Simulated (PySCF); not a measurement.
## Ni+ (nickel, charge +1) across methods

[Ar] 3d8 4p1, one real determinant (an excited configuration). All numbers are calculated (PySCF 2.14, scalar relativity by spin-free X2C-1e, in x2c-TZVPPall with one added diffuse shell each of s, p, d, f type (7s6p5d3f1g, 80 functions)).

```tsv
method	E (hartree)	mean ε 3d α (eV)	mean ε 3d β (eV)	mean ε 4p α (eV)	Σ⟨r²⟩ (bohr²)	⟨S²⟩
LDA	-1517.230	-20.624	-18.696	-9.108	27.60	3.750
revPBE	-1519.943	-20.222	-18.491	-9.050	27.83	3.750
PBE	-1519.783	-20.309	-18.564	-9.070	27.79	3.750
UHF	-1518.63638	-30.541	-27.940	-10.958	28.67	3.752
TPSS	-1520.061	-20.194	-18.583	-9.037	27.73	3.750
r2SCAN	-1520.009	-20.603	-18.900	-9.203	27.54	3.751
PW91	-1520.165	-20.380	-18.664	-9.121	27.73	3.750
PBE0	-1519.798	-23.027	-21.096	-9.663	27.82	3.751
```

(1) Estimate the same row for wB97X-V.

⟨L²⟩ = 14.01 against 20 for a pure G term, so this real determinant mixes terms.

Results:

(1) E (hartree) = -1519.876; mean ε 3d α (eV) = -25.424; mean ε 3d β (eV) = -23.651; mean ε 4p α (eV) = -11.309; Σ⟨r²⟩ (bohr²) = 27.96; ⟨S²⟩ = 3.751.
